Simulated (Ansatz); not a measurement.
This geometry of GaH$_{5}$O (7 atoms, charge 0, multiplicity 1) is a first-order saddle point.

Theory: Ansatz, RKS BLYP-D4/def2-SVP.

```xyz
7
Properties=species:S:1:pos:R:3
Ga 0.043 -0.193 -0.166
H -0.012 -0.097 1.722
H 1.455 0.305 -0.626
H -1.407 0.127 -0.689
O 0.190 -2.047 0.596
H -0.642 -2.560 0.533
H 0.045 -1.083 1.497
```

Task: Which two structures does it join? (They come from a converged band through this point; their orientation in space is the band's.)

Result: Bonds broken: Ga1–H2, O5–H7. Bonds formed: H2–H7. GaH5O becomes GaH3O + H2.

Initial state:

```xyz
7
Properties=species:S:1:pos:R:3
Ga 0.023 0.123 0.062
H -0.139 0.647 1.560
H 1.422 0.281 -0.662
H -1.299 -0.066 -0.805
O 0.139 -2.032 0.632
H -0.749 -2.416 0.480
H 0.274 -2.086 1.601
```

Final state:

```xyz
7
Properties=species:S:1:pos:R:3
Ga -0.074 -0.220 -1.093
H 0.488 -1.368 3.532
H 1.206 0.684 -1.161
H -1.251 -0.406 -2.132
O -0.149 -1.187 0.446
H -0.940 -1.758 0.504
H 0.393 -1.292 2.772
```

Task: How far does it lie above each of them?

Result: 0.88 eV above the first and 0.87 eV above the second. This is the barrier of this one path; another mechanism may lie lower. The orbitals stay closed-shell, which can raise the energy where a bond breaks towards radicals; this wasn't checked here.

The run took 69 s on 2 threads of Arm Neoverse V2, on a shared host, peak memory 0.12 GiB.
